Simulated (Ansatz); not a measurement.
Single points on CuSi₄⁺.

```yaml
crystal:
  periodic: [false, false, false]
  atoms:
    - {symbol: Cu, position_ang: [1.286932, 1.157565, 0.940430]}
    - {symbol: Si, position_ang: [-2.358317, -0.004653, -2.109953]}
    - {symbol: Si, position_ang: [2.807511, 0.377926, 2.414000]}
    - {symbol: Si, position_ang: [-0.345860, 0.131199, -0.320700]}
    - {symbol: Si, position_ang: [-1.390267, -1.662037, -0.923788]}
basis:
  gaussian: {orbitals: def2-TZVP, initial_orbitals: start.molden}
total_charge: 1
hamiltonian: {xc: {name: r2SCANh}, dispersion: d4}
scf: {omitted_lower_state_checks: [starts]}
output: {orbitals: {seedname: orbitals}}
```

The file start.molden holds the orbitals of an earlier run on this structure, at another level or in another basis.

```sh
$ ansatz run in.yaml --threads 4 --pin off --events-out ev --progress --plain --max-ram 4787MiB
```

It prints (some lines left out):

```
Functional definition: r2SCANh
1481 factors; their error is unknown
mean field evaluation 1: about -76136.1578 eV, gradient 7.2e0 eV
mean field evaluation 2: about -76136.2188 eV, gradient 2.3e-1 eV
mean field evaluation 4: about -76136.2568 eV, gradient 1.0e-1 eV
mean field evaluation 8: about -76136.2568 eV, gradient 2.3e-5 eV
mean field -76136.25677238 eV, -2797.9558293765 hartree, gradient 2.3e-5 eV, S^2 0.000000; 0 other end points of the search recorded, 0 dependent functions left out
reference -76136.25678502 eV, -2797.9558298412 hartree; 42, 42 occupied and 151, 151 virtual orbitals, 1481 factors
Total energy: -76136.32369407 eV, -2797.9582887032 hartree
Checks for a lower state left out: starts
```

Hardware: 4 threads of Arm Neoverse V2 on a shared host. Wall time 6.5 s, peak host memory 0.66 GiB.

The first input with `hamiltonian: {xc: {name: BHLYP}, dispersion: d4}` (abridged; 4.2 s):

```
Functional definition: BHLYP
mean field -76138.25644006 eV, -2798.0293158083 hartree, gradient 8.2e-5 eV, S^2 0.000000
Total energy: -76138.72330172 eV, -2798.0464726581 hartree
Checks for a lower state left out: starts
```

The first input with `hamiltonian: {xc: pbe0, dispersion: d4}` (abridged; 4.5 s):

```
Functional definition: PBE0
mean field -76120.57844297 eV, -2797.3796613980 hartree, gradient 1.6e-5 eV, S^2 0.000000
Total energy: -76120.81406391 eV, -2797.3883203078 hartree
Checks for a lower state left out: starts
```

As the first input, with `hamiltonian: {xc: pbe, dispersion: d4}`, `output: {forces: true, orbitals: {seedname: orbitals}}` (abridged; 2.5 s):

```
Functional definition: PBE
mean field -76118.74389933 eV, -2797.3122431627 hartree, gradient 1.9e-5 eV, S^2 0.000000
Total energy: -76119.01451960 eV, -2797.3221882741 hartree
Atom 0 force    -0.003109    -0.058192     0.007194 eV/Å
Atom 1 force     0.064912    -0.090430     0.075969 eV/Å
Atom 2 force     0.009513     0.033434     0.002854 eV/Å
Atom 3 force    -0.066757    -0.070456    -0.046913 eV/Å
Atom 4 force    -0.004560     0.185644    -0.039104 eV/Å
Dipole moment:     0.331766    -0.046466     0.299746 e Å
Checks for a lower state left out: starts
```

The first input with `gaussian: {orbitals: def2-SVP, initial_orbitals: start.molden}`, `hamiltonian: {xc: pbe0, dispersion: d4}` (abridged; 1.6 s):

```
Functional definition: PBE0
mean field -76103.15882686 eV, -2796.7395023135 hartree, gradient 1.2e-5 eV, S^2 0.000000
Total energy: -76103.39445479 eV, -2796.7481614802 hartree
Checks for a lower state left out: starts
```

As the first input, with `gaussian: {orbitals: def2-SVP, initial_orbitals: start.molden}`, `hamiltonian: {xc: pbe, dispersion: d4}` (abridged; 1.2 s):

```
Functional definition: PBE
mean field -76100.99818645 eV, -2796.6601002428 hartree, gradient 1.2e-5 eV, S^2 0.000000
Total energy: -76101.26881413 eV, -2796.6700456267 hartree
Checks for a lower state left out: starts
```

The first input with `hamiltonian: {xc: r2scan, dispersion: d4}` (abridged; 6 s):

```
Functional definition: r2SCAN
mean field -76137.28540418 eV, -2797.9936308980 hartree, gradient 2.5e-5 eV, S^2 0.000000
Total energy: -76137.34357020 eV, -2797.9957684597 hartree
Checks for a lower state left out: starts
```

Geometry: PBE-D4/def2-SVP.

The restricted singlet is unstable towards broken spin symmetry in Hartree–Fock (as tested in another run); at r2SCANh-D4/def2-TZVP, BHLYP-D4/def2-TZVP, PBE0-D4/def2-TZVP, PBE-D4/def2-TZVP and others this wasn't settled. Another isomer (singlet) lies 3.47 eV lower at PBE0-D4/def2-TZVP; other spin states weren't run for this one.
